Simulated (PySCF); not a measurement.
## Titanium: a sound run and one with changed settings

Sound run: Ti⁺ [Ar] 3d2 4s1, Ti²⁺ [Ar] 3d2. All numbers are calculated (PySCF 2.14, the non-relativistic Hamiltonian (point nucleus), in cc-pVTZ (7s6p4d2f1g, 68 functions)). The sound run starts from symmetry-adapted Hartree-Fock orbitals and uses a fine grid where one is needed.

Changed run: 6 angular points. This setting is unsound on purpose.

| species | method | sound run (hartree) | changed run (hartree) | converged |
| --- | --- | --- | --- | --- |
| Ti⁺ | UHF | -848.20990 | -848.20990 | yes |
| Ti⁺ | B3LYP | -849.13364 | -852.15628 | yes |
| Ti⁺ | TPSS | -849.14313 | -853.86804 | no |
| Ti²⁺ | UHF | -847.73760 | -847.73760 | yes |
| Ti²⁺ | B3LYP | -848.62425 | -851.28134 | yes |
| Ti²⁺ | TPSS | -848.64304 | -853.37804 | yes |

Ionisation energy of Ti⁺:

```csv
method,sound run (eV),changed run (eV)
UHF,12.852,12.852
```

A coarse angular grid integrates products of high-l functions wrongly, so density functionals can shift, and the SCF can exploit the error; Hartree-Fock and MP2 need no grid.

For comparison, NIST gives 13.575 eV between the lowest levels.
